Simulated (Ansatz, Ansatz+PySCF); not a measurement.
```xyz
3

C    -0.1089   -0.1391   -0.0325
H     0.1428    0.7425   -0.6793
H     0.5106    0.0922    0.8741
```

Basis set: def2-SVP (spherical functions). Correlated methods keep 1 orbital frozen. Charge 0, multiplicity 3.

Computed with Ansatz (development build ahead of 0.2.0); each method stands on the lowest determinant of its kind that the runs found.

The atomization energy at this shape (free ground-state atoms in the same class of orbitals less the molecule, no zero-point energy) of triplet CH₂:

```json
{"method": "UHF", "atomization energy": "6.28 eV"}
```

What does UHF-MP2 give?

7.47 eV. Caution: the shape is not the minimum.
